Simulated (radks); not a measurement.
Values are calculated unless marked as measured or tabulated.
Nb, 41 electrons, occupied as [Kr] 4d4 5s1 (the NIST ground configuration). Level of theory: Dirac Kohn-Sham, LDA (Slater exchange, Perdew-Zunger correlation), spin-unpolarised, spherical densities, point nucleus; open shells are shared between the two j in proportion to 2j + 1 (a radial shooting solver on a logarithmic mesh with Libxc functionals).

Spin-orbit splittings of the eigenvalues, e(l+1/2) - e(l-1/2), with zeta = 2 splitting/(2l+1) and mean radii in bohr:

| shell | occ. | splitting (eV) | zeta (eV) | <r> j=l-1/2 | <r> j=l+1/2 |
|---|---|---|---|---|---|
| 2p | 6 | 95.61 | 63.74 | 0.1347 | 0.1392 |
| 3p | 6 | 15.51 | 10.34 | 0.4392 | 0.4498 |
| 3d | 10 | 2.890 | 1.156 | 0.4313 | 0.4348 |
| 4p | 6 | 2.136 | 1.424 | 1.281 | 1.313 |
| 4d | 4 | 0.1557 | 0.06228 | 2.196 | 2.231 |
